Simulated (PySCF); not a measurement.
# Correlation energy of Cu⁺ (copper, charge +1)

[Ar] 3d10, closed-shell 1S. All numbers are calculated (PySCF 2.14, the spin-free X2C one-electron Hamiltonian (Gaussian nucleus), in Sapporo-DKH3-DZP-2012 (6s4p3d1f, 40 functions)). Frozen: [Ar]; 10 electrons correlated.

Total MP2 correlation energy: -394.91 mhartree.

Same-spin part -148.17 and opposite-spin part -246.74 mhartree; SCS-MP2 scales them by 1/3 and 6/5 to -345.47 mhartree.

```
  level  correlation energy (mhartree)
   CCSD                        -344.53
    (T)                          -8.31
CCSD(T)                        -352.84
```

Diagnostics: T1 = 0.012, D1 = 0.0172, largest double amplitude 0.026.

**Question.** Is a single reference adequate?

**Answer.** Yes: T1 lies below 0.03 and no double amplitude reaches 0.07.
